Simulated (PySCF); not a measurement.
Trends in electronic spectra. Computed with TDDFT B3LYP/def2-SVPD, vertical, gas phase, core orbitals frozen in the response in PySCF 2.14.0, density-fitted response routines. Geometries: GFN2-xTB; one conformer of each isolated species. Triplets are in the Tamm–Dancoff approximation. Ions are computed without counter-ions or solvent.

Task: Rank by computed S1–T1 gap, lowest first.
A. `N1([SiH3])N=C[C@H](C1)OC`
B. `C(=C(/C[SiH3])F)/F`
C. `[PH4+]`
D. `C=CC(=O)N[Si@@H](C)N`
E. `C/C(C#N)=C\F`
F. `CSCS[SiH2]SC`
G. `S=[PH2]c1ccccn1`
H. `C=CCc1ccn[nH]1`

Result: G (0.17 eV), F (0.34 eV), D (0.54 eV), H (1.10 eV), C (1.23 eV), A (1.57 eV), B (1.78 eV), E (2.51 eV).

| SMILES | S1−T1 (eV) | S1 (eV) | T1 (eV) | S1 mainly | T1 mainly | f(S1) |
| --- | --- | --- | --- | --- | --- | --- |
| S=[PH2]c1ccccn1 | 0.17 | 3.85 | 3.69 | H-1→L (98%) | H-1→L (87%) | 0.000 |
| CSCS[SiH2]SC | 0.34 | 4.94 | 4.60 | H→L (94%) | H→L (86%) | 0.000 |
| C=CC(=O)N[Si@@H](C)N | 0.54 | 4.51 | 3.97 | H-1→L (83%) | H-3→L (88%) | 0.000 |
| C=CCc1ccn[nH]1 | 1.10 | 5.65 | 4.55 | H→L (95%) | H→L (28%) | 0.059 |
| [PH4+] | 1.23 | 11.41 | 10.18 | H-2/H-1/H→L/L+1/L+2 (99%) | H-2/H-1/H→L/L+1/L+2 (≥96%) | 0.000 |
| CO[C@@H]1C=NN([SiH3])C1 | 1.57 | 5.19 | 3.62 | H→L+1 (88%) | H→L (93%) | 0.019 |
| F/C=C(/F)C[SiH3] | 1.78 | 6.05 | 4.27 | H→L+1 (93%) | H→L (86%) | 0.002 |
| C/C(C#N)=C\F | 2.51 | 6.30 | 3.79 | H→L (91%) | H→L (97%) | 0.319 |

H and L stand for HOMO and LUMO. A slash joins orbitals within 0.01 eV of each other, whose weights are summed (≥ marks a lower bound). For `C=CC(=O)N[Si@@H](C)N`, `CO[C@@H]1C=NN([SiH3])C1` and `F/C=C(/F)C[SiH3]` the leading configurations of S1 and T1 differ. Singlets come from full response and triplets from the Tamm–Dancoff approximation.
